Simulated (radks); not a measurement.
Problem. Charge is removed step by step from the 3d down level of the thulium ion Tm37+, starting from [Ar] 3d(up 5, down 5) 4s2 4p2. Code: a radial shooting solver on a logarithmic mesh with Libxc functionals. Model: scalar-relativistic Kohn-Sham, PBE, spin-polarised, spherical densities, finite nucleus; open shells are filled with parallel spins first (spin-orbit coupling, left out, can overturn this in heavy ions); Fermi nuclear charge, rms radius 5.2256 fm. At the starting occupation the eigenvalue is -2994.4 eV. Estimate the energy to remove one whole electron from this level, the eigenvalue at the end, and how far E(n) bends from a straight line.

Solution. Delta-SCF 3047.7 eV; final eigenvalue -3105.0 eV; the deviation from the straight line is -13.824 eV at 0.5 electron removed, the largest on the grid computed. Slater's transition state (half an electron removed) gives 3049.5 eV. Integrating minus the eigenvalue over the occupation (Janak's theorem) gives 3049.6 eV. In this scalar-relativistic scheme the density is built from large components alone, so the theorem holds only approximately. The mean slope of the eigenvalue, de/dn, is 111 eV per electron.
